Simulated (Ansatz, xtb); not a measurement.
# Cl2F2H3NSi2: 5 structures ranked

5 gas-phase structures of Cl2F2H3NSi2, from a drawn sample of its isomers (lower ones may exist). Each was relaxed with GFN2-xTB; where two conformers were screened, the lower at r2SCAN-D4/def2-SVP is listed:

A. `F[Si](F)(Cl)N[SiH2]Cl`, a singlet
B. `N[Si](Cl)(Cl)[SiH](F)F`, a singlet
C. `F[SiH](F)N[SiH](Cl)Cl`, a singlet
D. `F[Si@H](Cl)N[Si@H](F)Cl`, a singlet
E. `F[SiH2]N[Si](F)(Cl)Cl`, a singlet

Question: Estimate their order in r2SCAN-D4/def2-SVP energy at these geometries, lowest first.

Answer: Calculated order at r2SCAN-D4/def2-SVP: C (0.0), D (2.1), A (10.6), E (15.0), B (94.4) kJ/mol. Less than 1 kcal/mol parts C and D, so the order within that pair means little.

Energies above the lowest of each column, in kJ/mol; the last columns are at B3LYP-D3(BJ)/def2-SVP geometries and were run for some of them only (a dash: not run or not comparable):

| structure | GFN2-xTB | HF/STO-3G | r2SCAN-D4/def2-SVP | B3LYP-D3(BJ)/def2-SVP | CCSD(T)/def2-SVP + ΔMP2/def2-TZVPP |
| --- | --- | --- | --- | --- | --- |
| C | 0.0 | 6.5 | 0.0 | 0.0 | 0.0 |
| D | 5.1 | 5.4 | 2.1 | 3.0 | 5.1 |
| A | 28.6 | 0.0 | 10.6 | – | – |
| E | 30.4 | 15.1 | 15.0 | – | – |
| B | 114.3 | 81.7 | 94.4 | – | – |

CCSD(T)/def2-SVP + ΔMP2/def2-TZVPP puts C lowest of those it was run on; HF/STO-3G picks A. Some further structures that were screened fall inside this span and aren't listed. Flexible structures stand in one conformer each, not always the lowest. Frequencies (GFN2-xTB) were run for C, D alone. ΔMP2 is the change of the MP2 energy from the smaller to the larger basis.

Over these structures GFN2-xTB departs from r2SCAN-D4/def2-SVP by 7.8 kJ/mol on average once a common shift is removed. A GFN2-xTB relaxation took about 0.56 s and the r2SCAN-D4/def2-SVP energy about 4.5 s on a shared host (Ansatz 0.2.0, xtb 6.7.1).
